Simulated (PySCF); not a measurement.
AlCl2HSe.

```xyz
5

Al    -0.0002     0.5447     0.0000
Cl     1.8195     1.5823     0.0000
Cl    -1.8020     1.6172     0.0000
Se     0.0338    -1.7547     0.0000
H     -1.4421    -1.8144     0.0000
```
Charge 0, spin multiplicity 1.

Coordinates come from a B3LYP-D3(BJ)/def2-SVP optimisation. The structure was generated by enumeration; whether it is a known compound was not checked. Other conformers were not sampled.

Level of theory: PySCF with HF/pcSseg-1. Non-relativistic, no solvent.

Computed absolute GIAO shielding of each atom: isotropic value and principal components (ppm):
| atom | σ(iso) | σ11 | σ22 | σ33 | span |
|---|---|---|---|---|---|
| Al1 | 416.2 | 381.8 | 383.3 | 483.5 | 101.8 |
| Cl2 | 962.8 | 877.1 | 940.7 | 1070.6 | 193.5 |
| Cl3 | 961.3 | 883.9 | 925.8 | 1074.3 | 190.4 |
| Se4 | 2294.1 | 2114.0 | 2203.1 | 2565.2 | 451.2 |
| H5 | 30.6 | 20.2 | 25.8 | 45.8 | 25.6 |
